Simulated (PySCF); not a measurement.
C2H7NSi2.

```xyz
12

N      2.2762    -1.3128     0.8183
C      1.7177    -0.2981     0.8775
C      0.9673     0.9466     0.8976
Si    -0.2934     1.0490    -0.5529
Si    -1.6766    -0.8516    -0.5397
H      1.6588     1.8034     0.8402
H      0.4188     1.0308     1.8505
H     -1.0813     2.3010    -0.3532
H      0.4684     1.1550    -1.8299
H     -2.2878    -0.9983     0.8146
H     -2.7638    -0.6891    -1.5487
H     -0.8771    -2.0672    -0.8574
```
Charge 0, spin multiplicity 1.

Geometry: B3LYP-D3(BJ)/def2-SVP. The structure was generated by enumeration, and PubChem lists no compound with its InChIKey, so it may never have been made. One conformer was computed; it need not be the lowest.

The numbers are results of PBE/pcSseg-1 (PySCF), not measurements. Non-relativistic, no solvent.

Problem. Give the absolute GIAO shielding of each atom: isotropic value and principal components (ppm). (An estimate is asked for; the answer gives what the named calculation found.)

Solution. 
```csv
atom,σ(iso),σ11,σ22,σ33,span
N1,-37.3,-215.0,-196.7,299.7,514.7
C2,62.3,-54.6,-47.5,288.9,343.5
C3,181.1,170.5,174.5,198.4,28.0
Si4,399.6,363.7,393.7,441.5,77.8
Si5,448.2,441.7,449.5,453.3,11.6
H6,29.3,24.1,27.5,36.2,12.1
H7,29.7,25.4,27.7,35.8,10.4
H8,27.1,23.7,25.2,32.4,8.6
H9,27.0,23.6,25.4,31.9,8.3
H10,27.6,24.5,25.7,32.6,8.1
H11,27.7,24.6,25.2,33.2,8.7
H12,27.2,23.9,25.8,31.9,8.1
```
